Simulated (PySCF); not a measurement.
Steps of a relaxation of [Ce(HCN)]3+

[Ce(HCN)]3+ (singlet in the valence; each metal's 4f electrons, 1 of them, lie in its core potential, out of spins and levels). PySCF 2.14.0, RKS PBE0, Ce lcecp-1-SVP with ECP47, N def2-SVP, C def2-SVP, H def2-SVP; non-relativistic Hamiltonian with scalar-relativistic core potentials where named; density fitting; no spin-orbit coupling. Origin of the start: template. Columns: position (Å) and force (eV/Å). Energies are counted from the last step; some of the 7 steps are shown. Forces carry noise of the integration grid, about 0.01 to 0.03 eV/Å.

Run from Python with OMP_NUM_THREADS=2. Where DIIS fails, smearing, a level shift and second-order steps follow.
It took 9.7 s on 2 threads of Arm Neoverse V1, on a shared host, from the converged density of the start.

```xyz
4
step 0  E = 0.309 eV
Ce    0.0000    0.0000   -0.5188     0.00    0.00    1.80
N     0.0000    0.0000    2.0887     0.00    0.00   -1.72
C     0.0000    0.0000    3.2487     0.00    0.00   -1.49
H     0.0000    0.0000    4.3187     0.00    0.00    1.41
```

```xyz
4
step 2  E = 0.015 eV
Ce    0.0000    0.0000   -0.3120     0.00    0.00   -0.45
N     0.0000    0.0000    1.9950     0.00    0.00    0.38
C     0.0000    0.0000    3.1603     0.00    0.00    0.68
H     0.0000    0.0000    4.2939     0.00    0.00   -0.61
```

```xyz
4
step 4  E = 0.000 eV
Ce    0.0000    0.0000   -0.3376     0.00    0.00    0.04
N     0.0000    0.0000    2.0100     0.00    0.00   -0.01
C     0.0000    0.0000    3.1748     0.00    0.00    0.05
H     0.0000    0.0000    4.2901     0.00    0.00   -0.08
```

Question: Where does the relaxation end?

Answer: It converges at step 6 in C∞v:
```xyz
4
step 6  E = 0
Ce    0.0000    0.0000   -0.3347
N     0.0000    0.0000    2.0099
C     0.0000    0.0000    3.1746
H     0.0000    0.0000    4.2875
```

Question: How did the contacts change?

Answer: 
```csv
contact,start (Å),end (Å)
Ce1–N2 (HCN),2.607,2.345
```


An lcecp potential fixes the number of 4f electrons, so in runs with it no electron can move into or out of that shell.
